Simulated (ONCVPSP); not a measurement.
# Pt, ONCV: configuration errors across variants

Pt, optimised norm-conserving Vanderbilt (ONCV), made with ONCVPSP 4.0.1 (PW91, fully relativistic). Core [Kr] 4d10 4f14, reference 5s2 5p6 5d9 6s0.5 (charge +0.5). Waves: 5s+6s: rc 1.65 bohr, ncon 4, nbas 9, qcut 6.5 1/bohr, 2 projectors; 5p: rc 1.25 bohr, ncon 4, nbas 8, qcut 7.3 1/bohr, 2 projectors, debl 0.5 Ha; 5d: rc 1.25 bohr, ncon 4, nbas 8, qcut 8.8 1/bohr, local. Local part: the d channel. Core correction: none.

Open shells are filled in proportion to 2j + 1.

In the p channel the program set the typed energies aside and used -2.059, 0.250 Ha (j = l + 1/2; the other j can differ).

All-electron excitation energies from the reference (eV): (1) 5s2 5p6 5d9 6s0 5.549; (2) 5s2 5p6 5d8 6s0 25.607; (3) 5s1 5p6 5d9 6s1 104.699.

A true bound ghost makes a file unfit for plane-wave use even where its test errors are small: the radial tests pick states by their node count and pass the ghost by.

The file “base” misses its own reference levels by 0.8 eV. The file “all radii scaled by about 0.80 (s 1.32, p 1.00, d 1.00 bohr)” misses its own reference levels by 0.8 eV. The file “all radii scaled by about 0.93 (s 1.54, p 1.16, d 1.16 bohr)” misses its own reference levels by 0.8 eV. The file “all radii scaled by about 1.07 (s 1.78, p 1.34, d 1.34 bohr)” misses its own reference levels by 0.8 eV. The file “all radii scaled by about 1.18 (s 1.94, p 1.48, d 1.48 bohr)” misses its own reference levels by 0.8 eV. The file “all radii scaled by about 1.23 (s 2.02, p 1.54, d 1.54 bohr)” misses its own reference levels by 0.8 eV. The file “all radii scaled by about 1.33 (s 2.18, p 1.66, d 1.66 bohr)” misses its own reference levels by 0.8 eV.

Errors AE − PS in meV (a dash: test not solved or not reliable):

```csv
change,(1),(2),(3),bound ghosts,GHOST(+) flags above zero
base,-1.0,+15,-433,s,none
"all radii scaled by about 0.80 (s 1.32, p 1.00, d 1.00 bohr)",-0.5,+23,-154,none,none
"all radii scaled by about 0.93 (s 1.54, p 1.16, d 1.16 bohr)",-0.9,+16,-324,none,none
"all radii scaled by about 1.07 (s 1.78, p 1.34, d 1.34 bohr)",-1.2,+16,-525,none,none
"all radii scaled by about 1.18 (s 1.94, p 1.48, d 1.48 bohr)",-1.3,+16,-631,p3/2,p3/2
"all radii scaled by about 1.23 (s 2.02, p 1.54, d 1.54 bohr)",-1.3,+16,-661,none,none
"all radii scaled by about 1.33 (s 2.18, p 1.66, d 1.66 bohr)",-1.4,+15,-716,none,none
```

**Question.** Give the same row for: all radii scaled by about 0.86 (s 1.42, p 1.08, d 1.08 bohr).

**Answer.** -0.7, +17, -225; bound ghosts: none; GHOST(+) flags above zero: none.
